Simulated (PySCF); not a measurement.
Vertical excitations of a molecule C2H6FNSi2 from TDA-PBE/def2-SVPD (PySCF), as energy in eV (oscillator strength): 3.81 (0.001), 4.88 (0.014), 5.12 (0.001), 5.44 (0.002), 5.74 (0.030), 5.98 (0.009), 6.07 (0.030), 6.16 (0.034), 6.36 (0.004), 6.47 (0.017). Lowest triplet (TDA): 3.61 eV. Geometry: B3LYP-D3(BJ)/def2-SVP. The values are those of a single conformer.

Q: Identify the compound among the candidates.
(A) C#C[Si@H](F)N[SiH3]
(B) N[Si@@H]1C=C[Si@@H]1F
(C) F[C@@H]1[SiH2]C=N[SiH2]1
(D) FC[Si@@H]1C=N[SiH2]1

A: B, N[Si@@H]1C=C[Si@@H]1F
